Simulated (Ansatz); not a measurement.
Geometry optimisation, Ansatz, RKS PBE-D4/def2-SVP.

The input (input.yaml):

```yaml
crystal:
  periodic: [false, false, false]
  atoms:
    - { symbol: B, position_ang: [-1.353368, 0.045382, -0.393466] }
    - { symbol: "N", position_ang: [1.318099, -0.939971, -0.552835] }
    - { symbol: O, position_ang: [-1.864885, -1.167881, -0.048662] }
    - { symbol: O, position_ang: [-1.345757, 0.504691, -1.681123] }
    - { symbol: H, position_ang: [0.833914, 1.420986, 1.723901] }
    - { symbol: F, position_ang: [-0.977424, 0.877205, 0.645137] }
    - { symbol: H, position_ang: [1.447195, -0.206485, 0.151211] }
    - { symbol: O, position_ang: [1.791431, 1.277473, 1.829494] }
    - { symbol: H, position_ang: [0.633607, -1.613744, -0.19385] }
    - { symbol: H, position_ang: [0.921046, -0.509178, -1.394031] }
    - { symbol: H, position_ang: [-2.1879, -1.655147, -0.827205] }
    - { symbol: H, position_ang: [-1.036989, 1.427251, -1.725061] }
    - { symbol: H, position_ang: [1.821131, 0.539418, 2.46659] }
basis:
  gaussian: { orbitals: def2-SVP }
hamiltonian:
  xc: pbe
  dispersion: d4
relax:
  f_tol: 0.03
  max_steps: 50
output:
  orbitals: {}
```

Command:

```bash
$ ansatz run input.yaml --threads 4 --pin off --max-ram 5120MiB --backend cpu --events-out ev --progress --plain --runs-dir out
```

Where does it end, and by what steps?

The forces met the threshold. After 7 steps the energy has fallen by 0.067 eV; H5 moved furthest, 0.31 Å.

```tsv
step	energy less start (eV)	largest force component (eV/Å)	accepted
0	0.0000	0.721	yes
1	-0.0402	0.572	yes
2	-0.0554	0.413	yes
3	-0.0623	0.282	yes
4	-0.0656	0.148	yes
5	-0.0666	0.046	yes
6	-0.0667	0.039	yes
7	-0.0673	0.015	yes
```

```xyz
13
Properties=species:S:1:pos:R:3
B -1.396 0.155 -0.284
N 1.436 -1.019 -0.554
O -1.819 -1.092 0.060
O -1.321 0.571 -1.583
H 0.638 1.273 1.531
F -1.128 1.017 0.733
H 1.575 -0.253 0.128
O 1.604 1.164 1.633
H 0.660 -1.592 -0.203
H 1.093 -0.587 -1.421
H -2.007 -1.628 -0.731
H -1.002 1.488 -1.656
H 1.668 0.503 2.347
```

Whether the end is a true minimum wasn't checked by a vibrational analysis.

The run took 18 s on 4 threads of Arm Neoverse N1, on a shared host, peak memory 0.16 GiB.
